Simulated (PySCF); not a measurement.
# Diatomics with 87 electrons

CCSD(T) in PySCF with def2-SVPD on every atom (core potentials on Tl, Pb, Bi), for the lowest determinant that a PBE0 search found; no spin–orbit coupling. All have 87 electrons, 7 of them in the valence shells, and the same state, a quartet (σ ↑, π ↑↑). For ions De leads to the atom and ion picked by measured ionisation energies and electron affinities.

| species | difference of nuclear charges | Re (Å) | ωe (cm⁻¹) | k (mdyn/Å) | De (eV) | dissociates to |
| --- | --- | --- | --- | --- | --- | --- |
| BePb⁻ | 78 | 2.591 | 317 | 0.511 | 0.84 | Be + Pb⁻ |
| TlC | 75 | 2.326 | 419 | 1.17 | 2.46 | Tl + C |
| BPb | 77 | 2.283 | 492 | 1.49 | 2.15 | B + Pb |
| TlN⁺ | 74 | 3.170 | 91.3 | 0.0644 | n/a | Tl⁺ + N |
| BiB⁺ | 78 | 2.329 | 431 | 1.14 | n/a | Bi⁺ + B |

Task: Which member of the whole set has the stiffest bond, and how does it compare with the softest?

Result: BPb with k = 1.49 mdyn/Å, 23 times that of TlN⁺.

Correlated steps freeze the inner cores (4 to 5 orbitals); shallow outer-core shells are correlated. Correlated levels converge slowly with the basis: in double zeta they bind strong bonds too weakly, by up to about 1 eV, and carry superposition errors of some tenths. These are scalar-relativistic numbers at best; spin–orbit coupling would shift them, the dissociation energy most. For an ion De counts to the pair picked by the measured ionisation energies or electron affinities, which need not be the lowest pair at this level. States were picked by a PBE0 search and need not be the measured ground states.
